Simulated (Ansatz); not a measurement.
Isolated molecules relaxed with PBE0-D4/def2-TZVP in Ansatz; ΔE leaves out vibrations. CCSD(T)/CBS adds triple-zeta CCSD(T) − MP2 to the extrapolated MP2 energy (def2 sets, frozen cores). Functionals use def2-TZVPP. B3LYP here is the variant with VWN-RPA as its local correlation; programs differ in this. For V outer-core shells are correlated without core-valence functions, which leaves a few kJ/mol of doubt a bond. Scalar relativity is left out up to krypton. One conformer a species, not always the lowest.

Reaction (redistribution): `[NH]=[V]([NH2])([OH])[F]` + `CO[SiH](C)N` → `[NH]=[V]([NH2])([NH2])[OH]` + `CO[SiH](C)F`

**Question.** Is it downhill or uphill in electronic energy at CCSD(T)/CBS, and by how much? (Estimate.)

**Answer.** Computed: Downhill: ΔE = -0.17 eV.

**Question.** What do these levels give: B3LYP-D4, r2SCAN, CCSD/def2-TZVPP, CCSD(T)/def2-TZVPP, HF/def2-QZVPP, MP2/CBS(def2)? (An estimate is asked.)

**Answer.** Computed: B3LYP-D4 -0.05, r2SCAN -0.01, CCSD/def2-TZVPP -0.12, CCSD(T)/def2-TZVPP -0.13, HF/def2-QZVPP -0.13, MP2/CBS(def2) -0.23 eV.

Largest T1 diagnostic among the species: 0.030, so the coupled-cluster value is less sure than usual.

From PBE to PBE0 (25 % exact exchange), in def2-TZVPP and without D4, ΔE moves by −0.04 eV.
